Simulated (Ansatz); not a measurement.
`FC#[C][GeH2][SiH3]` + HCl → `[SiH3][GeH2][Cl]` + `C#CF` at 400 K and 1 bar (ligand exchange at a Ge–C bond).

Isolated molecules relaxed with PBE0-D4/def2-TZVP in Ansatz; ΔE leaves out vibrations. CCSD(T)/CBS adds triple-zeta CCSD(T) − MP2 to the extrapolated MP2 energy (def2 sets, frozen cores). This one scheme is used for every species. For Ge outer-core shells are correlated without core-valence functions, which leaves a few kJ/mol of doubt a bond. Scalar relativity is left out up to krypton.

| species | CCSD(T)/CBS energy (Eh) | H − E (kJ/mol) | S (J/(mol·K)) |
| --- | --- | --- | --- |
| `FC#[C][GeH2][SiH3]` | -2543.99145 | 175.5 | 416.2 |
| HCl | -460.38127 | 29.6 | 195.4 |
| `[SiH3][GeH2][Cl]` | -2828.00643 | 139.1 | 367.0 |
| `C#CF` | -176.38388 | 70.6 | 244.8 |

H − E and S are ideal-gas, rigid-rotor, harmonic terms from PBE0-D4/def2-TZVP. 1 Eh = 2625.50 kJ/mol, R = 8.31446 J/(mol·K).

Question: By hand: ΔE, ΔH, ΔS and ΔG.

Answer: ΔE = (-2828.00643) + (-176.38388) − (-2543.99145) − (-460.38127) = -0.01759 Eh = -46.2 kJ/mol. Δ(H − E) = 139.1 + 70.6 − 175.5 − 29.6 = 4.6, so ΔH = -41.6 kJ/mol. ΔS = 367.0 + 244.8 − 416.2 − 195.4 = 0.2 J/(mol·K). ΔG = -41.6 − 400 × (0.2)/1000 = -41.7 kJ/mol.

Question: By hand: the equilibrium constant, and the temperature at which ΔG would vanish if ΔH and ΔS stayed fixed.

Answer: log₁₀ K = −ΔG/(RT ln 10) = 5.4. ΔH and −TΔS have one sign here, so there is no such temperature. One of them is within its doubt of zero, so this could turn.

The number of gas molecules stays the same, so ΔS is small and ΔH decides. A doubt of 5 kJ/mol in ΔE shifts log₁₀ K by 0.7 here. Modes under 60 cm⁻¹, often nearly free rotors, make the harmonic entropy too high. These are equilibria of isolated gas molecules and say nothing of rates. Largest T1 diagnostic: 0.013 (customary marks: 0.02 for closed shells, 0.045 for open ones).
